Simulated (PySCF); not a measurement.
Two structures, one formula

The two ends of one reaction step of GaH2Br, singlet (PBE0-D4/def2-TZVP).

A:

```
4
angstrom
Ga -0.1315 0.0781 0.1859
Br 1.0586 -0.6382 -1.6399
H 0.6168 1.0724 1.1212
H -1.5714 -0.5000 0.3121
```

B:

```
atom    x (Å)    y (Å)    z (Å)
 Ga1  -1.0520  -0.1485   0.4880
 Br2   2.4525   0.3319  -1.1315
  H3   1.1392   0.1564  -0.5199
  H4  -2.5475  -0.3642   1.1691
```

Program: PySCF 2.14 with density fitting (its default auxiliary sets; JK sets also for MP2 and CCSD(T)). Basis: def2-TZVPP. Cores are frozen in the correlated methods. Filled d shells of the heavier atoms are correlated. The def2 sets are not built for correlating such inner shells, so the correlated values are less sure here. B3LYP uses VWN-RPA correlation.

(1) Which structure is lower at CCSD(T), and by how much? (To be estimated.)

No T1 diagnostic of these runs exceeds 0.011.

## Answers

(1) The calculation gives: A, by 202.4 kJ/mol (electronic energy, against the other). By their contacts, A is GaH₂Br ([GaH2][Br]) and B is a complex of GaH + HBr.

All methods give the same order:

| method | E(B) − E(A) (kJ/mol) |
| --- | --- |
| SPW92 | 196.9 |
| PBE-D4 | 178.1 |
| r2SCAN-D4 | 208.7 |
| PBE0-D4 | 194.8 |
| B3LYP-D4 | 175.7 |
| BHLYP-D4 | 195.8 |
| wB97M-V | 193.7 |
| HF | 210.3 |
| MP2 | 216.1 |
| CCSD | 202.3 |
| CCSD(T) | 202.4 |

Labels in which every atom is bracketed show which atoms are joined, not bond orders.

For scale, one of the runs: CCSD(T)/def2-TZVPP, 124 basis functions, launched by `OMP_NUM_THREADS=4 python run.py`. Hardware: 4 CPU threads of an Arm Neoverse V1, shared host. Wall time 98 s; peak host memory 0.78 GiB.
